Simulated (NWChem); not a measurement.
Species: InNH3F; SMILES [NH2][InH][F]

```xyz
6

In    -0.2934    -0.0047     0.0003
H     -1.9771    -0.2167    -0.0830
F      0.8193    -1.6283    -0.0044
N      0.9249     1.5902    -0.0462
H      1.9019     1.4595     0.1963
H      0.6047     2.5098     0.2366
```
Atoms are numbered in this order, from 1.

All runs: NWChem. Medium grid unless said otherwise, to which SCAN and Minnesota functionals are sensitive. All runs use the structure optimised with PBE0/def2-SVP. def2 effective core potentials on In; no spin-orbit coupling. B3LYP is NWChem's, with the RPA form of VWN correlation. Total energies of different functionals are on different scales.

| level | energy (Ha) | highest occupied level (eV) | orbital gap (eV) | dipole (D) |
|---|---|---|---|---|
| B3LYP/def2-SVP | -346.4888 | -6.99 | 5.78 | 3.24 |
| PBE/def2-SVP | -346.2581 | -5.85 | 4.18 | 3.10 |
| revPBE/def2-SVP | -346.4202 | -5.79 | 4.21 | 3.07 |
| B97-D/def2-SVP | -346.7202 | -5.85 | 4.20 | 3.15 |
| PW91/def2-SVP | -346.4536 | -5.92 | 4.16 | 3.11 |
| LDA (Slater exchange, VWN5)/def2-SVP | -345.0080 | -6.03 | 4.15 | 3.20 |
| r2SCAN0/def2-SVP | -346.3619 | -7.48 | 6.70 | 3.37 |
| B3PW91/def2-SVP | -346.4686 | -7.02 | ___ | 3.26 |
| LC-BLYP (range parameter 0.33 per bohr)/def2-SVP | -345.9173 | -9.58 | 10.31 | 3.18 |

Question: Complete the blanks.

Answer: 
- B3PW91/def2-SVP, orbital gap (eV): 5.95
